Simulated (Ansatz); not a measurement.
```yaml
crystal:
  periodic: [false, false, false]
  atoms:
    - {symbol: Ge, position_ang: [0.084828, -0.260905, 0.320236]}
    - {symbol: C, position_ang: [-0.055161, -0.308126, 2.278678]}
    - {symbol: H, position_ang: [-1.111655, -0.389163, 2.604571]}
    - {symbol: H, position_ang: [0.375002, 0.614880, 2.713603]}
    - {symbol: H, position_ang: [0.500156, -1.181804, 2.671094]}
    - {symbol: N, position_ang: [1.743534, -0.190197, -0.479850]}
    - {symbol: C, position_ang: [2.617574, 0.963645, -0.368647]}
    - {symbol: H, position_ang: [2.235899, -1.087827, -0.465743]}
    - {symbol: H, position_ang: [3.303582, 1.041085, -1.242676]}
    - {symbol: H, position_ang: [1.998579, 1.884147, -0.357360]}
    - {symbol: H, position_ang: [3.255069, 0.987354, 0.550873]}
    - {symbol: N, position_ang: [-0.666972, 1.332150, -0.265954]}
    - {symbol: C, position_ang: [-1.918733, 1.848490, 0.254778]}
    - {symbol: H, position_ang: [-0.575819, 1.458350, -1.279241]}
    - {symbol: H, position_ang: [-2.843717, 1.340297, -0.119935]}
    - {symbol: H, position_ang: [-1.935051, 1.760300, 1.361877]}
    - {symbol: H, position_ang: [-2.031599, 2.932761, 0.029534]}
    - {symbol: N, position_ang: [-0.565182, -1.880687, -0.306706]}
    - {symbol: C, position_ang: [-0.750153, -2.099263, -1.732365]}
    - {symbol: H, position_ang: [-1.325903, -2.271033, 0.257783]}
    - {symbol: H, position_ang: [-1.675677, -1.645982, -2.169108]}
    - {symbol: H, position_ang: [0.112083, -1.663322, -2.278808]}
    - {symbol: H, position_ang: [-0.770694, -3.185150, -1.976614]}
basis:
  gaussian: {orbitals: "6-31G*"}
hamiltonian: {xc: {name: PBE-QIDH}}
scf: {omitted_lower_state_checks: [starts]}
```

```sh
$ ansatz run in.yaml --threads 4 --pin off --events-out ev --progress --plain --max-ram 4787MiB
```

It prints (some lines left out):

```
Functional definition: PBE-QIDH
1778 factors; integrals over basis functions are off by at most 6.5e-4 eV
mean field evaluation 1: about -65322.7999 eV, gradient 5.7e1 eV
mean field evaluation 2: about -65322.7932 eV, gradient 5.7e1 eV
mean field evaluation 4: about -65329.5791 eV, gradient 4.8e0 eV
mean field evaluation 8: about -65329.6258 eV, gradient 1.8e-1 eV
mean field evaluation 16: about -65329.6260 eV, gradient 4.9e-5 eV
mean field -65329.62595308 eV, -2400.8194717647 hartree, gradient 4.4e-6 eV, S^2 0.000000; 0 other end points of the search recorded, 0 dependent functions left out
16 core orbitals not correlated: weight in the atoms' cores, before any rotation towards them, 1.000 or more for the frozen orbitals, at most 0.000 for the correlated occupied ones
reference -65329.62596364 eV, -2400.8194721530 hartree; 30, 30 occupied and 124, 124 virtual orbitals, 1778 factors
second order -39.42422844 eV of doubles, -0.00000000 eV of singles
Total energy: -65342.76737313 eV, -2401.3024100439 hartree
Checks for a lower state left out: starts
```

It took 23 s on 4 threads of Intel Xeon on a shared host, peak host memory 0.56 GiB.

The 6-31G sets use Cartesian d functions. Correlated methods freeze 16 core orbitals; core or outer-core shells of Ge are correlated, in sets that lack core-valence functions.
